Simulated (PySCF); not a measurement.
## C₆ coefficients of unlike pairs at UHF

Calculated with PySCF 2.14 from the dipole response of each species, C₆(A,B) = (3/π) ∫ α_A(iu) α_B(iu) du, in atomic units, from isotropic polarisabilities. For ions this is the dispersion term alone; charge-induced terms of lower order in 1/R come first.

```csv
species,configuration,basis,relativity,α (bohr³),C₆ (like pair)
O²⁺,[He] 2s2 2p2 (3P),aug-cc-pwCVTZ (7s6p4d2f),none,1.801,2.357
Ru²⁺,[Kr] 4d6 (5D),def2-TZVPPD with the def2 core potential (28 electrons) (6s4p3d2f1g),core potential,6.499,32.93
C,[He] 2s2 2p2 (3P),aug-cc-pVQZ-DK (6s5p4d3f2g),spin-free X2C,11.96,46.32
Ga,[Ar] 3d10 4s2 4p1 (2P),aug-cc-pwCVDZ-PP with ECP10MDF (6s5p4d1f),core potential,56.75,499.6
```

Q: Estimate C₆ for Ga with Ru²⁺.

A: The integral gives 99.29. The combination rule 2 C_A C_B / (C_A α_B/α_A + C_B α_A/α_B) gives 95.45 and the geometric mean 128.3.

No spin-orbit coupling is included.

The other pairs:

| pair | C₆ |
| --- | --- |
| Ga, O²⁺ | 27.19 |
| C, Ru²⁺ | 35.65 |
| Ru²⁺, O²⁺ | 8.801 |
| C, O²⁺ | 9.681 |
| Ga, C | 144.1 |
